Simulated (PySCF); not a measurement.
# Two-component Hartree-Fock for Er³⁺ (erbium, charge +3)

Start: [Xe] 4f11; 4f5/2 filled at m_j = -5/2, -3/2, -1/2, +1/2, +3/2, +5/2; 4f7/2 filled at m_j = -1/2, +1/2, +3/2, +5/2, +7/2. Calculated with PySCF 2.14 in x2c-TZVPall-2c (11s11p10d4f1g, 131 functions): generalised Hartree-Fock with the X2C-1e Hamiltonian and a Gaussian nucleus; one run each with spin-orbit coupling (SO) switched off, then screened by Boettger's factors.

```csv
spinor shell,electrons,"ε, spin-free (eV)","ε, screened SO (eV)",weight of nominal j (screened SO),"rms radius, screened SO (bohr)"
1s1/2,2,-57810.1,-57796.9,1.000,0.0231
2s1/2,2,-9868.6,-9864.5,1.000,0.0935
2p1/2,2,-8729.3,-9378.9,1.000,0.0798
2p3/2,4,-8729.3,-8456.9,1.000,0.0866
3s1/2,2,-2292.5,-2291.1,1.000,0.240
3p1/2,2,-1939.3,-2078.2,1.000,0.231
3p3/2,4,-1939.3,-1880.1,1.000,0.245
3d3/2,4,-1494.5,-1520.2,0.999,0.218
3d5/2,6,-1494.5,-1476.2,1.000,0.222
4s1/2,2,-505.91,-505.51,1.000,0.540
4p1/2,2,-387.10,-419.72,0.997,0.553
4p3/2,4,-387.10,-373.05,0.999,0.584
4d3/2,4,-224.51,-232.06,0.956,0.623
4d5/2,6,-224.51,-219.18,0.970,0.634
5s1/2,2,-93.454,-93.393,1.000,1.33
5p1/2,2,-61.956,-66.604,0.993,1.47
4f5/2,6,-47.968,-49.058,0.714,0.832
4f7/2,5,-47.968,-46.537,0.710,0.850
```

(1) Where does 5p3/2 lie, and what is the 5p spin-orbit splitting (screened SO)?

```
   quantity     spin-free   screened SO
E (hartree)  -13075.38444  -13086.29200
        M_J          15/2          15/2
       ⟨J²⟩        63.755        63.756
       ⟨L²⟩        42.003        42.433
       ⟨S²⟩         3.753         3.767
```

Each row is a mean over spinors that exchange with the open shell spreads, by up to 15.072 eV (4d5/2).

Rows whose weight is well below 1 are mixtures of j = l ± 1/2: exchange outweighs spin-orbit coupling there, and the label is only the starting occupation.

Breit and QED terms are absent; they matter most for the inner s and p1/2 levels.

Densities and radii are taken from the X2C orbitals without a picture-change correction, which distorts them close to the nucleus.

Without spin-orbit coupling the j labels of p, d and f shells carry no meaning; the spin-free column gives the mean over the occupied spinors of each nl shell.

Answers

(1) At -59.976 eV, 6.628 eV above 5p1/2.
